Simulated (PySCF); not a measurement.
**Excitation energy of Hg by level of theory**

Hg [Xe] 4f14 5d10 6s2 (1S) → Hg [Xe] 4f14 5d9 6s2 6p1 (high-spin determinant), as a difference of total energies. Calculation: PySCF 2.14, in x2c-TZVPPall with one added diffuse shell each of s, p, d, f type (12s8p8d4f1g, 113 functions); scalar relativity by spin-free X2C-1e. Correlated levels: valence: [Xe] 4f14 frozen. The calculations carry no spin-orbit coupling.

```csv
method,excitation energy (eV)
UHF,8.735
MP2 (valence),10.302
SCS-MP2 (valence),10.207
CCSD (valence),9.912
CCSD(T) (valence),9.965
```

**Question.** How much does correlation contribute at CCSD(T) (valence)?

**Answer.** 9.965 − (8.735) = 1.230 eV, measured against UHF.

A first-order spin-orbit estimate (lowest level to lowest level, LS coupling) adds -0.496 eV.

The determinant of the upper state mixes LS terms, which raises its energy above the lowest term, most at the Hartree-Fock and MP2 levels.
